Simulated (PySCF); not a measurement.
Ionisation energy of Ni⁺ by level of theory

Ni⁺ [Ar] 3d9 (2D) → Ni²⁺ [Ar] 3d8 (3F), as a difference of total energies. All numbers are calculated (PySCF 2.14, the spin-free X2C one-electron Hamiltonian (Gaussian nucleus), in x2c-QZVPPall (11s7p6d4f2g, 108 functions)). Correlated levels: valence: [Ar] frozen; valence and next inner shell: [Ne] frozen. The calculations carry no spin-orbit coupling.

```json
{"method": "UHF", "ionisation energy (eV)": "14.989"}
{"method": "LDA", "ionisation energy (eV)": "19.575"}
{"method": "PBE", "ionisation energy (eV)": "18.909"}
{"method": "PBE0", "ionisation energy (eV)": "18.176"}
{"method": "B97-3", "ionisation energy (eV)": "18.188"}
{"method": "BHandHLYP", "ionisation energy (eV)": "17.540"}
{"method": "r2SCANh", "ionisation energy (eV)": "17.799"}
{"method": "MP2 (valence)", "ionisation energy (eV)": "18.344"}
{"method": "SCS-MP2 (valence)", "ionisation energy (eV)": "18.042"}
{"method": "MP2 (valence and next inner shell)", "ionisation energy (eV)": "19.046"}
{"method": "SCS-MP2 (valence and next inner shell)", "ionisation energy (eV)": "18.562"}
```

Task: How much does correlation contribute at MP2 (valence and next inner shell)?

Result: 19.046 − (14.989) = 4.057 eV, measured against UHF.

A first-order spin-orbit estimate (lowest level to lowest level, LS coupling) adds -0.054 eV.

Errors of the correlated levels include the incompleteness of this basis and the frozen core.

For comparison: 18.169 eV (measured; NIST Atomic Spectra Database, ionization energies).
